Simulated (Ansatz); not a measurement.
Basis sets compared for [InMeH3]- (CH₆In⁻). Total charge -1; singlet. Geometry PBE-D4/def2-TZVPD. Ansatz on 2 threads of Arm Neoverse V2 on a shared host; times are rough, and most runs start from earlier orbitals.

| atom | x (Å) | y (Å) | z (Å) |
| --- | --- | --- | --- |
| In1 | -0.9714 | 0.3100 | 0.2510 |
| C2 | 1.1066 | -0.3532 | -0.2860 |
| H3 | 1.4274 | -1.1925 | 0.3532 |
| H4 | 1.8269 | 0.4714 | -0.1556 |
| H5 | 1.1527 | -0.6854 | -1.3364 |
| H6 | -1.4259 | 1.7109 | -0.7837 |
| H7 | -1.0038 | 0.7924 | 1.9848 |
| H8 | -2.1128 | -1.0536 | -0.0273 |

In the def2 sets In takes a core potential; there is no spin–orbit coupling.

```
            level  functions  energy (Eh)  HOMO (eV)  LUMO (eV)  wall time
 PBE-D4/def2-SVPD        100    -231.7431      -0.96       3.43        1 s
PBE0-D4/def2-SVPD        100    -231.7567      -2.07       3.88      1.2 s
```

Question: Estimate the rows for PBE-D4/def2-TZVPD (with forces), PBE0-D4/def2-TZVPD.

Answer: 
| level | functions | energy (Eh) | HOMO (eV) | LUMO (eV) | wall time |
| --- | --- | --- | --- | --- | --- |
| PBE-D4/def2-TZVPD (with forces) | 147 | -231.7972 | -0.97 | 3.05 | 1.9 s |
| PBE0-D4/def2-TZVPD | 147 | -231.8086 | -2.07 | 3.45 | 1.9 s |
